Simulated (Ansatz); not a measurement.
Geometry optimisation, RKS CAM-B3LYP-D4/def2-SVP (Ansatz).

The input (input.yaml):

```yaml
crystal:
  periodic: [false, false, false]
  atoms:
    - { symbol: "N", position_ang: [2.15, -0.659, -0.5787] }
    - { symbol: C, position_ang: [1.3234, -1.5429, -0.1564] }
    - { symbol: Al, position_ang: [-0.5419, -1.1509, 0.4537] }
    - { symbol: Al, position_ang: [-1.3031, 1.1882, 0.4218] }
    - { symbol: O, position_ang: [-0.3055, 2.5312, -0.1995] }
    - { symbol: H, position_ang: [1.7945, 0.3845, -0.6328] }
    - { symbol: H, position_ang: [1.7077, -2.5623, -0.1219] }
    - { symbol: H, position_ang: [-1.3991, -2.3221, 0.9896] }
    - { symbol: H, position_ang: [-2.8606, 1.5049, 0.9589] }
    - { symbol: H, position_ang: [-0.4824, 2.5771, -1.1318] }
basis:
  gaussian: { orbitals: def2-SVP }
hamiltonian:
  xc: cam_b3lyp
  dispersion: d4
relax:
  f_tol: 0.015
  max_steps: 40
output:
  orbitals: {}
```

Launched with:

```bash
$ ansatz run input.yaml --threads 2 --pin off --max-ram 3072MiB --backend cpu --events-out ev --progress --plain --runs-dir out
```

**Question.** Where does it end, and by what steps?

**Answer.** The run converged. After 12 steps the energy has fallen by 0.750 eV; H10 moved furthest, 0.63 Å.

```
step  energy less start (eV)  largest force component (eV/Å)  accepted
   0                  0.0000                           2.421       yes
   1                 -0.3197                           1.188       yes
   2                 -0.3381                           2.423       yes
   3                 -0.4161                           2.614       yes
   4                 -0.6873                           0.392       yes
   5                 -0.6890                           1.624       yes
   6                 -0.7218                           0.938       yes
   7                 -0.7435                           0.211       yes
   8                 -0.7485                           0.140       yes
   9                 -0.7492                           0.121       yes
  10                 -0.7497                           0.071       yes
  11                 -0.7504                           0.045       yes
  12                 -0.7504                           0.011       yes
```

```xyz
10
Properties=species:S:1:pos:R:3
N 1.945 -0.466 -0.659
C 1.304 -1.446 -0.144
Al -0.549 -1.321 0.559
Al -1.444 1.078 0.315
O -0.194 1.972 -0.445
H 1.382 0.398 -0.663
H 1.868 -2.402 -0.115
H -1.260 -2.608 1.159
H -2.788 1.843 0.686
H -0.180 2.901 -0.691
```

Time of the run: 71 s on 2 threads of Arm Neoverse N1, on a shared host, peak memory 0.26 GiB.
